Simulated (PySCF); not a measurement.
# Static response to an electric field

Species: C3H7NOSi.
Cartesian coordinates in Å at the GFN2-xTB level; atoms count from 1:
```xyz
13
C3H7NOSi angstrom
C      2.1073    0.4102    0.6724
C      1.1246   -0.4757    0.5952
Si     0.0734   -0.8034   -0.9365
C     -1.6900   -0.1086   -0.5804
N     -1.7974    0.8460    0.3728
O     -2.6607   -0.4944   -1.2026
H      2.3912    1.0137   -0.1746
H      2.6790    0.5730    1.5740
H      0.8982   -1.0577    1.4832
H      0.6133   -0.0785   -2.0901
H     -0.0440   -2.2367   -1.1988
H     -0.9988    1.1644    0.8919
H     -2.7006    1.2483    0.5756
```

Level: CAM-B3LYP/def2-SVPD (PySCF), static field, nuclei fixed, core orbitals frozen in the response. The polarisability tensor in these axes (au):

```
x   88.44  6.10  8.07
y    6.10 68.06  8.95
z    8.07  8.95 69.29
```

Question: Give the principal values, the mean and the anisotropy Δα = √{½[(α1 − α2)² + (α2 − α3)² + (α1 − α3)²]}.

Answer: Principal values 59.66, 71.65 and 94.48 au; mean 75.26 au = 11.15 Å³ = 12.41 × 10⁻⁴⁰ C²·m²/J; Δα = 30.64 au (41 % of the mean).

Question: What is the dipole moment, and where does it point?

Answer: (2.84, 1.86, 2.75) D, 4.37 D in size, pointing from the negative to the positive side. Measured along this direction, the outermost atoms are O6 at the negative end and H8 at the positive end.

Question: Rayleigh depolarisation ratio (linearly polarised light, static tensor)?

Answer: ρ = 3Δα²/(45ᾱ² + 4Δα²) = 2815.8/(254906 + 3754.4) = 0.0109.

Question: Find the Langevin capture rate constant for H3O+ (19.018 u) meeting this molecule (101.030 u), k = 2.342 × 10⁻⁹ cm³/s × √(α in Å³ / reduced mass in u).

Answer: The reduced mass is 16.01 u, so k = 1.96 × 10⁻⁹ cm³/s. The formula leaves out the permanent dipole, which adds to the capture rate.

Question: Give the principal axes and the span of the nuclei along them.

Answer: Largest value along (0.86, 0.33, 0.39), where the nuclei span 6.03 Å; middle along (-0.51, 0.62, 0.60), 4.57 Å; least along (0.05, 0.71, -0.70), 3.19 Å. The response follows the extents in order.

Geometry: GFN2-xTB, one conformer, isolated molecule.

These values come from a run that also computed excited states. The run took 21 s of wall time on one thread, Intel Xeon 6975P-C (x86_64), shared host, and the process peaked at 0.76 GiB of memory.
